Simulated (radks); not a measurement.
Question: The phosphorus ion P3+, [Ne] 3s2. All-electron calculation, non-relativistic Kohn-Sham, exchange-only LDA, spin-polarised, spherical densities, point nucleus. Program: a radial shooting solver on a logarithmic mesh with Libxc functionals. Every spin shell is full or empty, so the densities are truly spherical. Functionals are evaluated on that one density, not self-consistently. Rank these exchange functionals by their error against the exact value of the orbitals, and give that value: LDA, PBEsol, RPBE, PW91, PW86, OPTX, WC, EV93, APBE, revTPSS, MS2, TASK, MVS.

Answer: Exact: -21.5604 hartree. From best to worst, with 100 (|E| - |E exact|)/|E exact| (equal figures are ties): OPTX +0.04, PW91 -0.05, RPBE +0.15, MS2 +0.19, MVS -0.28, revTPSS -0.36, PW86 +0.66, APBE +0.72, EV93 +1.53, WC -1.60, TASK -3.07, PBEsol -3.54, LDA -8.23.
